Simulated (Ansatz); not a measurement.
C₂H₈FGeNO (`C[NH][GeH]([F])[O]C`) at its PBE0-D4/def2-TZVP geometry, where that method's forces vanish. The species carries charge 0 and has multiplicity 1.

```xyz
14

C     0.6319    1.0805   -1.9206
N    -0.2404    0.5264   -0.9008
Ge    0.1053    0.7260    0.8638
F     1.8123    0.4098    0.9675
O    -0.7947   -0.4836    1.7605
C    -0.7088   -1.8515    1.4091
H     0.5094    0.5318   -2.8586
H     1.6711    0.9612   -1.6109
H     0.4604    2.1452   -2.1257
H    -1.2184    0.5639   -1.1460
H    -0.1395    2.0550    1.5826
H    -1.5757   -2.3606    1.8354
H    -0.7121   -1.9998    0.3241
H     0.1993   -2.3042    1.8197
```

Q: What forces (eV/Å) does PBE-D4/def2-TZVPP give on these atoms in Ansatz? (An estimate is asked.)

A: Computed: 
```
C1   0.036  0.047 -0.060
N2   0.046 -0.213 -0.151
Ge3 -0.221  0.434 -0.007
F4   0.699 -0.112  0.034
O5  -0.396  0.093  0.493
C6   0.027 -0.228 -0.081
H7  -0.015 -0.108 -0.206
H8   0.214 -0.021  0.055
H9  -0.016  0.231 -0.066
H10 -0.344  0.007 -0.071
H11 -0.041  0.169  0.125
H12 -0.182 -0.117  0.089
H13  0.002 -0.062 -0.234
H14  0.192 -0.123  0.081
```
